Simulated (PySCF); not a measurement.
PySCF 2.14 output of an unrestricted PBE0 calculation on a single atom or ion in aug-cc-pV5Z, with the non-relativistic Hamiltonian (point nucleus):

```
SCF conv_tol = 1e-09
number electrons alpha = 1  beta = 1
    C. Adamo and V. Barone.,  J. Chem. Phys. 110, 6158 (1999)
    M. Ernzerhof and G. E. Scuseria.,  J. Chem. Phys. 110, 5029 (1999)
cycle= 1 E= -21.9943266515633  delta_E= -0.000671  |g|= 0.00413  |ddm|=  0.4
cycle= 2 E= -21.9943272783249  delta_E= -6.27e-07  |g|= 0.000186  |ddm|= 0.0136
cycle= 3 E= -21.994327280772  delta_E= -2.45e-09  |g|= 9.5e-06  |ddm|= 0.000259
cycle= 4 E= -21.994327280776  delta_E= -4.01e-12  |g|= 1.21e-08  |ddm|= 2.32e-05
converged SCF energy = -21.994327280776  <S^2> = 4.4408921e-16  2S+1 = 1
```

The run itself started from symmetry-adapted Hartree-Fock orbitals and held the occupation by maximum overlap, on a logarithmic radial grid, so the iterations belong to that start.

Problem. Which element, charge and spin multiplicity is this?

Solution. B³⁺ (boron, charge +3), multiplicity 1; the state was 1s2, closed-shell 1S.
